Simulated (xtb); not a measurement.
dimethyl carbonate (C3H6O3), singlet, from a rough starting geometry; GFN2-xTB (xtb).

Here is a job for xtb.
```
$ xtb mol.xyz --gfn 2 --opt vtight --json

# file mol.xyz
12

C      2.31050458     0.03216808     0.13157542
O      1.14992132    -0.66046460     0.43599743
C      0.02219862     0.08220599     0.06114981
O     -0.04803239     0.99685531    -0.67002741
O     -1.08958976    -0.71292895     0.40005950
C     -2.32775333    -0.16383081    -0.00984028
H      2.34330013     1.04168311     0.45420541
H      3.14772711    -0.52925808     0.53047539
H      2.45684008     0.08908797    -1.01087180
H     -3.06996608    -0.83869085     0.45806251
H     -2.37287267    -0.10768426    -1.11511993
H     -2.51999364     0.75315779     0.39000366
```

The log (banner, timings and long lists left out):

```
   ID    Z sym.   atoms
    1    6 C      1, 3, 6
    2    8 O      2, 4, 5
    3    1 H      7-12

           -------------------------------------------------
          |                Calculation Setup                |
           -------------------------------------------------

           -------------------------------------------------
          |                 G F N 2 - x T B                 |
           -------------------------------------------------

          ...................................................
          :                      SETUP                      :
          :.................................................:
          :  # basis functions                  30          :
          :  # atomic orbitals                  30          :
          :  # shells                           18          :
          :  # electrons                        36          :
          :  max. iterations                   250          :
          :  Hamiltonian                  GFN2-xTB          :
          :  restarted?                      false          :
          :  GBSA solvation                  false          :
          :  PC potential                    false          :
          :  electronic temp.          300.0000000     K    :
          :  accuracy                    1.0000000          :
          :  -> integral cutoff          0.2500000E+02      :
          :  -> integral neglect         0.1000000E-07      :
          :  -> SCF convergence          0.1000000E-05 Eh   :
          :  -> wf. convergence          0.1000000E-03 e    :
          :  Broyden damping             0.4000000          :
          :  net charge                          0          :
          :  unpaired electrons                  0          :
          ...................................................

 iter      E             dE          RMSdq      gap      omega  full diag
   1    -21.8172540 -0.218173E+02  0.512E+00    6.53       0.0  T
   2    -21.8628742 -0.456202E-01  0.262E+00    5.54       1.0  T
   3    -21.8638224 -0.948192E-03  0.131E+00    5.81       1.0  T
   4    -21.8663809 -0.255845E-02  0.155E-01    5.53       1.0  T
   5    -21.8664843 -0.103427E-03  0.764E-02    5.57       1.0  T
   6    -21.8664865 -0.220153E-05  0.107E-02    5.58       2.7  T
   7    -21.8664866 -0.122296E-06  0.451E-03    5.57       6.4  T
   8    -21.8664867 -0.430133E-07  0.125E-03    5.57      23.2  T
   9    -21.8664867 -0.911238E-08  0.498E-04    5.57      58.0  T
  10    -21.8664867 -0.584382E-09  0.984E-05    5.57     293.3  T

   *** convergence criteria satisfied after 10 iterations ***

         :::::::::::::::::::::::::::::::::::::::::::::::::::::
         ::                     SUMMARY                     ::
         :::::::::::::::::::::::::::::::::::::::::::::::::::::
         :: total energy             -21.679032136813 Eh    ::
         :: gradient norm              0.160587584753 Eh/a0 ::
         :: HOMO-LUMO gap              5.572886944384 eV    ::
         ::.................................................::
         :: SCC energy               -21.866491300734 Eh    ::
         :: -> isotropic ES            0.056834251397 Eh    ::
         :: -> anisotropic ES          0.001892935097 Eh    ::
         :: -> anisotropic XC         -0.000829734295 Eh    ::
         :: -> dispersion             -0.005584285390 Eh    ::
         :: repulsion energy           0.187459163920 Eh    ::
         :: add. restraining           0.000000000000 Eh    ::
         :: total charge               0.000000000000 e     ::
         :::::::::::::::::::::::::::::::::::::::::::::::::::::

      -----------------------------------------------------------
     |                   =====================                   |
     |                        A N C O P T                        |
     |                   =====================                   |
     |               Approximate Normal Coordinate               |
     |                Rational Function Optimizer                |
      -----------------------------------------------------------
      -----------------------------------------------------------
     |                   =====================                   |
     |                        A N C O P T                        |
     |                   =====================                   |
     |               Approximate Normal Coordinate               |
     |                Rational Function Optimizer                |
      -----------------------------------------------------------

          ...................................................
          :                      SETUP                      :
          :.................................................:
          :   optimization level         verytight          :
          :   max. optcycles                   240          :
          :   ANC micro-cycles                  20          :
          :   degrees of freedom                30          :
          :.................................................:
          :   RF solver                   davidson          :
          :   write xtbopt.log                true          :
          :   linear?                        false          :
          :   energy convergence         0.1000000E-06 Eh   :
          :   grad. convergence          0.2000000E-03 Eh/α :
          :   maxmium RF displ.          1.0000000          :
          :   Hlow (freq-cutoff)         0.1000000E-01      :
          :   Hmax (freq-cutoff)         5.0000000          :
          :   S6 in model hess.         20.0000000          :
          ...................................................

generating ANC from exact Hessian ...
Using Lindh-Hessian (1995)
 Shifting diagonal of input Hessian by    6.8141382265112533E-003
 Lowest  eigenvalues of input Hessian
    0.000000    0.000000    0.000000    0.000000    0.000000    0.000000
[...]
 * total energy  :   -21.6790321 Eh     change       -0.1046985E-10 Eh
 * total energy  :   -21.6966161 Eh     change       -0.1758394E-01 Eh
 * total energy  :   -21.7002680 Eh     change       -0.3651956E-02 Eh
 * total energy  :   -21.7004389 Eh     change       -0.1709050E-03 Eh
 * total energy  :   -21.7004719 Eh     change       -0.3299959E-04 Eh
 * total energy  :   -21.7004771 Eh     change       -0.5139348E-05 Eh
 * total energy  :   -21.7004785 Eh     change       -0.1430560E-05 Eh
 * total energy  :   -21.7004791 Eh     change       -0.5675319E-06 Eh
 * total energy  :   -21.7004793 Eh     change       -0.2375415E-06 Eh
 * total energy  :   -21.7004794 Eh     change       -0.8076024E-07 Eh
   *** GEOMETRY OPTIMIZATION CONVERGED AFTER 10 ITERATIONS ***
         :: total energy             -21.700479398260 Eh    ::
[...]
         :: SCC energy               -21.882136958521 Eh    ::
         :: -> isotropic ES            0.063037213935 Eh    ::
         :: -> anisotropic ES          0.000412816094 Eh    ::
         :: -> anisotropic XC         -0.001216670779 Eh    ::
         :: -> dispersion             -0.005586396128 Eh    ::
         :: repulsion energy           0.181657560261 Eh    ::
         :: add. restraining           0.000000000000 Eh    ::
         :: total charge               0.000000000000 e     ::
         :::::::::::::::::::::::::::::::::::::::::::::::::::::

           -------------------------------------------------
          |                Property Printout                |
           -------------------------------------------------

    * Orbital Energies and Occupations

         #    Occupation            Energy/Eh            Energy/eV
      -------------------------------------------------------------
         1        2.0000           -0.7629912             -20.7620
       ...           ...                  ...                  ...
         6        2.0000           -0.6189807             -16.8433
         7        2.0000           -0.6189365             -16.8421
         8        2.0000           -0.6169211             -16.7873
         9        2.0000           -0.5767971             -15.6954
        10        2.0000           -0.5569112             -15.1543
        11        2.0000           -0.5425746             -14.7642
        12        2.0000           -0.5339012             -14.5282
        13        2.0000           -0.5155187             -14.0280
        14        2.0000           -0.4917140             -13.3802
        15        2.0000           -0.4809227             -13.0866
        16        2.0000           -0.4588731             -12.4866
        17        2.0000           -0.4521203             -12.3028
        18        2.0000           -0.4440873             -12.0842 (HOMO)
        19                         -0.2136177              -5.8128 (LUMO)
        20                         -0.0182386              -0.4963
        21                          0.0648993               1.7660
        22                          0.1249335               3.3996
        23                          0.1262199               3.4346
        24                          0.1508523               4.1049
        25                          0.1856902               5.0529
        26                          0.1866177               5.0781
        27                          0.1890839               5.1452
        28                          0.2617684               7.1231
        29                          0.2723744               7.4117
        30                          0.6866551              18.6848
      -------------------------------------------------------------
                  HL-Gap            0.2304695 Eh            6.2714 eV
             Fermi-level           -0.3288525 Eh           -8.9485 eV

     #   Z          covCN         q      C6AA      α(0)
     1   6 C        3.662     0.029    20.349     6.472
     2   8 O        1.704    -0.262    18.347     5.783
     3   6 C        2.643     0.482    19.003     7.131
     4   8 O        0.856    -0.446    22.631     6.378
     5   8 O        1.704    -0.262    18.347     5.783
     6   6 C        3.662     0.029    20.348     6.471
     7   1 H        0.924     0.068     2.105     2.269
     8   1 H        0.925     0.080     1.983     2.202
     9   1 H        0.924     0.067     2.118     2.276
    10   1 H        0.925     0.080     1.982     2.202
    11   1 H        0.924     0.067     2.113     2.273
    12   1 H        0.924     0.068     2.110     2.272

 Mol. C6AA /au·bohr⁶  :       1240.341629
 Mol. C8AA /au·bohr⁸  :      26027.977650
 Mol. α(0) /au        :         51.512367

Wiberg/Mayer (AO) data.
largest (>0.10) Wiberg bond orders for each atom

 ---------------------------------------------------------------------------
     #   Z sym  total        # sym  WBO       # sym  WBO       # sym  WBO
 ---------------------------------------------------------------------------
     1   6 C    3.914 --     8 H    0.981     7 H    0.978     9 H    0.978
                             2 O    0.953
     2   8 O    2.282 --     3 C    1.102     1 C    0.953     4 O    0.149
     3   6 C    3.926 --     4 O    1.680     2 O    1.102     5 O    1.102
     4   8 O    2.000 --     3 C    1.680     2 O    0.149     5 O    0.149
     5   8 O    2.282 --     3 C    1.102     6 C    0.953     4 O    0.149
     6   6 C    3.914 --    10 H    0.981    12 H    0.978    11 H    0.978
                             5 O    0.953
     7   1 H    0.995 --     1 C    0.978
     8   1 H    0.993 --     1 C    0.981
     9   1 H    0.995 --     1 C    0.978
    10   1 H    0.993 --     6 C    0.981
    11   1 H    0.995 --     6 C    0.978
    12   1 H    0.995 --     6 C    0.978
 ---------------------------------------------------------------------------

Topologies differ in total number of bonds
Writing topology from bond orders to xtbtopo.mol

molecular dipole:
                 x           y           z       tot (Debye)
 q only:        0.007      -0.195       0.125
   full:        0.007      -0.192       0.121       0.579
molecular quadrupole (traceless):
                xx          xy          yy          xz          yz          zz
 q only:       10.953       0.823      -6.607       0.175       2.352      -4.345
  q+dip:        8.559       0.653      -6.243       0.006       4.040      -2.315
   full:        9.526       0.726      -6.799       0.024       4.190      -2.727

optimized geometry written to: xtbopt.xyz

           -------------------------------------------------
          | TOTAL ENERGY              -21.700479398260 Eh   |
          | GRADIENT NORM               0.000066362930 Eh/α |
          | HOMO-LUMO GAP               6.271394731639 eV   |
           -------------------------------------------------
```
